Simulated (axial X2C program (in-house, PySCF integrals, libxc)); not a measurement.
**Testing model relations on SbBr⁺**

A bond curve at the PBE0 level, two-component, was computed with an in-house all-electron X2C program for linear molecules (integrals from PySCF) (basis Sb dyall-cv3z [11s12p8d4f1g], Br dyall-cv3z [8s9p6d4f1g] (cores contracted in-house)) for the state Ω = 1/2 (⟨Sz⟩ = -0.49, ⟨Lz⟩ = 0.99 at PBE0). Its fit gives Re = 2.3801 Å, ωe = 314.5 cm⁻¹, ωexe = 0.623 cm⁻¹ and αe = 1.686e-04 cm⁻¹; the masses are 120.9038 and 78.9183 u. Two-component means X2C with spin–orbit coupling and atomic mean-field Coulomb and Gaunt terms.

(1) Find the reduced mass, Be and the force constant.

(2) Where do the fundamental and the first overtone lie?

(3) A Morse curve ties αe to the other constants (Pekeris). How well does that hold?

(4) Estimate the centrifugal constant by the Kratzer relation.

Occupations by symmetry block were frozen at the best pattern of an incomplete PBE0 search. Density functionals use the spin component along the axis (collinear). Without a current term, density functionals place determinants with orbital angular momentum somewhat too high.

Answers

(1) From the PBE0 values: μ = 47.7501 u. Be = 16.8576/(μ Re²) = 0.06232 cm⁻¹. k = 5.8918×10⁻⁷ μ ωe² = 2.78 mdyn/Å.

(2) ν(1←0) = ωe − 2ωexe = 313.3 cm⁻¹; ν(2←0) = 2ωe − 6ωexe = 625.3 cm⁻¹.

(3) αe(Morse) = 6Be²/ωe × (√(ωexe/Be) − 1) = 1.602e-04 cm⁻¹; the PBE0 curve gives 1.686e-04 cm⁻¹, a ratio of 0.95.

(4) D = 4Be³/ωe² = 9.79e-09 cm⁻¹.
